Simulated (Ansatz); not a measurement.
A run on CH₄BrFGe (`F[CH2][GeH2][Br]`) with other settings.

```yaml
crystal:
  periodic: [false, false, false]
  atoms:
    - {symbol: F, position_ang: [-0.967506, 1.497515, 0.591094]}
    - {symbol: C, position_ang: [0.046670, 0.727577, 0.628158]}
    - {symbol: Ge, position_ang: [-0.150526, -0.591085, -0.600211]}
    - {symbol: Br, position_ang: [1.605103, -1.780156, -0.415821]}
    - {symbol: H, position_ang: [0.124677, 0.334648, 1.550196]}
    - {symbol: H, position_ang: [0.872473, 1.265771, 0.430601]}
    - {symbol: H, position_ang: [-0.188749, -0.088461, -1.917342]}
    - {symbol: H, position_ang: [-1.257409, -1.418249, -0.318195]}
basis:
  gaussian: {orbitals: pcseg-2}
magnetization: {spin_polarized: true, initial_magnetization: 0}
hamiltonian: {xc: {name: CAM-B3LYP}, dispersion: d4}
accuracy: high
scf: {lower_state_search: full}
```

```sh
$ ansatz run in.yaml --threads 4 --pin off --events-out ev --progress --plain --max-ram 10444MiB
```

Output, abridged:

```
Functional definition: CAM-B3LYP
3447 factors; integrals over basis functions are off by at most 7.1e-9 eV
510 factors; integrals over basis functions are off by at most 2.0e-9 eV
mean field evaluation 1: about -130389.6722 eV, gradient 2.8e1 eV
mean field evaluation 2: about -130389.7974 eV, gradient 2.8e1 eV
mean field evaluation 4: about -130392.5564 eV, gradient 2.7e0 eV
mean field evaluation 8: about -130392.5814 eV, gradient 4.7e-2 eV
mean field evaluation 16: about -130392.5814 eV, gradient 1.5e-5 eV
mean field -130392.58136106 eV, -4791.8389817529 hartree, gradient 5.2e-8 eV, S^2 0.000000; 0 other end points of the search recorded, 0 dependent functions left out
reference -130392.58138028 eV, -4791.8389824591 hartree; 43, 43 occupied and 159, 159 virtual orbitals, 3447 factors
Total energy: -130392.72956595 eV, -4791.8444281823 hartree
```

Run time 37 s (4 threads of a server CPU on a shared host); peak host memory 1.9 GiB.
